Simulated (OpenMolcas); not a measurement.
# Pt6+: moving or changing the point charges

Pt6+ among 4 point charges of -1 e arranged as a tetrahedron (Td), 2.26 Å from the ion.

```yaml
Program: OpenMolcas 26.06
Method: CASSCF
Basis: ANO-RCC-VDZP [7s6p4d2f]
Scalar_Hamiltonian: DKH2, point nucleus
Active_space: 4 electrons in 5 orbitals (5d)
State_averaging: 2S+1 = 5 even, 5 roots; 2S+1 = 3 even, 45 roots; 2S+1 = 1 even, 50 roots
Spin-orbit_coupling: state interaction with AMFI integrals over the reference wave functions
```

Runs around this geometry, states (labels of Td). Energies in cm-1 above the lowest state or level, χT in cm3 K/mol; under a threefold ground state the first gap can be a small split of the lowest multiplet, not the spin-orbit step; 10Dq and B are least-squares fits to the states below 45000 cm-1, weighted by degeneracy, with a free offset, and given where the rms deviation is under 5 % of |10Dq| (or 100 cm-1) and under 700 cm-1; 10Dq is negative for this site.

```tsv
R (Å)	q (e)	Ground state	First state of that spin	10Dq	B (rms of fit)	First gap with spin-orbit (degeneracies)	χT at 300 K	First state of another spin
2.26	-0.65	5T2	5E 477.9	-492	1004 (14)	7497 (1, 3)	0.030	3T1 20771
2.26	-1	5T2	5E 724.3	-745	1003 (14)	7495 (1, 3)	0.030	3T1 20695
2.51	-1	5T2	5E 434.0	-446	1004 (14)	7497 (1, 3)	0.030	3T1 20782
```

Taking |10Dq| as R^-n, n = -ln(446 / 745) / ln(2.51 / 2.26) = 4.9 between the shortest and longest distance. The point-charge formula for a cubic d site gives n = 5.

Scaling the charges by -0.65 / -1 = 0.65 scales |10Dq| by 492 / 745 = 0.66; with fixed orbitals a first-order splitting would follow the charge.

Spin-orbit coupling mixes the spin-free states strongly: the lowest level takes only 37 % from its leading state, 5T2. Without dynamic correlation the repulsion within the d shell is too large (B by tens of per cent), so at a given field states of lower spin stand too high. Point charges give a weaker field than real ligands, and real ions of this kind are as a rule low spin; the high spin found here belongs to the model. The ground term spreads over less than 5000 cm-1, several times less than with real ligands, so orbital moments are less quenched and χT lies further from the spin-only value than at real sites. This is an electrostatic model: the charges have no orbitals. No measured value stands beside these numbers.
